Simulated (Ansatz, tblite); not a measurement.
Removing and adding an electron: `Sc1ccc(-c2ccc(-c3ccc(-c4ccc(S)[se]4)[se]3)[se]2)[se]1`. Total charge 0; singlet. Geometry: PBE-D4/def2-SVP. Ansatz, gas phase; energy differences of separate SCF runs; the oxidised species was run as a doublet alone; the reduced species was run as a doublet alone.

Cartesian coordinates in Å:
```
S 1.540 5.362 -7.158
C 0.921 4.552 -5.725
C -0.212 4.820 -4.973
C -0.412 3.960 -3.857
C 0.543 2.969 -3.659
C 0.619 1.964 -2.637
C 1.601 0.996 -2.426
C 1.397 0.133 -1.323
C 0.239 0.351 -0.577
C -0.237 -0.347 0.581
C -1.396 -0.131 1.325
C -1.600 -0.995 2.427
C -0.617 -1.961 2.639
C -0.542 -2.968 3.660
C 0.412 -3.960 3.857
C 0.209 -4.824 4.969
C -0.924 -4.557 5.720
S -1.548 -5.372 7.148
Se -1.873 -3.082 5.019
Se 0.742 -1.797 1.324
Se -0.737 1.804 -1.318
Se 1.874 3.082 -5.018
H 0.498 6.233 -7.272
H -0.902 5.640 -5.221
H -1.274 4.072 -3.181
H 2.482 0.915 -3.080
H 2.108 -0.667 -1.063
H -2.109 0.666 1.063
H -2.484 -0.917 3.079
H 1.274 -4.072 3.181
H 0.896 -5.647 5.214
H -0.490 -6.221 7.282
```

The xTB rows come from tblite. Single mean-field runs in def2-TZVP are fitted with def2-universal-jkfit.

```tsv
level	−HOMO (eV)	vertical IE (eV)	−LUMO (eV)	vertical EA (eV)	HOMO–LUMO gap (eV)	IE − EA (eV)	remarks
GFN1-xTB	9.80	11.45	8.27	6.57	1.53	4.88	–
GFN2-xTB	9.63	11.12	8.19	6.68	1.43	4.44	–
PBE-D4/def2-TZVP	4.41	5.95	2.89	1.42	1.52	4.52	HOMO above zero (-1 doublet)
PBE0-D4/def2-TZVP	5.15	6.19	2.39	1.42	2.76	4.77	–
```

   A HOMO above zero means that the electron is unbound at that level or that self-interaction error raises the level; the energy of removing that electron tells which. Raw xTB energy differences between charge states are shifted by several eV; the methods need an empirical correction for them. Sets without diffuse functions give affinities that are too small.
